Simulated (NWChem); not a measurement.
A series in which one site is exchanged, each optimised at PBE0/def2-SVP with NWChem, gas phase unless a solvent is named. Some are not confirmed as minima by frequencies. def2 effective core potentials on I, Au; no spin-orbit coupling.

A: [NH3]->[Au][F] (AuNH$_{3}$F; site = F)
B: [AuH]<-[NH3] (AuNH$_{4}$; site = H)
C: [NH3]->[Au][I] (AuNH3I; site = I)
D: [Au](<-[NH3])[Br] (AuNH3Br; site = Br)

### Question
Rank them by orbital gap (eV), PBE0/def2-SVP, lowest first.

### Answer
C (5.30), D (5.80), B (6.53), A (6.75)
